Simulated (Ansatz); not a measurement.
Two isomers of C3H7FSn: A = `FC1[CH2][SnH2][CH2]1`, B = `C=[CH][SnH]([CH3])[F]`.

Isolated molecules relaxed with PBE0-D4/def2-TZVP in Ansatz; ΔE leaves out vibrations. CCSD(T)/CBS adds triple-zeta CCSD(T) − MP2 to the extrapolated MP2 energy (def2 sets, frozen cores). Functionals use def2-TZVPP. B3LYP here is the variant with VWN-RPA as its local correlation; programs differ in this. def2 core potentials past Kr. For Sn outer-core shells are correlated without core-valence functions, which leaves a few kJ/mol of doubt a bond. Each species was taken in one conformer, which may not be the lowest.

(1) Which is lower in electronic energy at CCSD(T)/CBS, and by how much? (An estimate is asked.)

(2) Give E(B) − E(A) in kJ/mol with MP2/def2-TZVPP, CCSD/def2-TZVPP, B3LYP, r2SCAN-D4, PBE-D4, HF/def2-TZVPP, ωB97M-V. (Best estimate.)

Largest T1 diagnostic: 0.013.

Answers

(1) Ansatz gave: B, by 131.0 kJ/mol.

(2) Computed: MP2/def2-TZVPP -121.3, CCSD/def2-TZVPP -125.3, B3LYP -139.4, r2SCAN-D4 -119.1, PBE-D4 -110.5, HF/def2-TZVPP -155.4, ωB97M-V -120.3. None reverses the order clearly.

The D4 term adds +3.2 kJ/mol with B3LYP and +1.3 kJ/mol with PBE0; it sums over pairs of atoms, weighted by their polarisabilities, and B3LYP, whose exchange is more repulsive, gets the larger term. In def2-TZVPP, CCSD(T) changes the Hartree–Fock value by +32.2 kJ/mol (the triples alone add +2.1 kJ/mol) and MP2 by +34.1 kJ/mol.
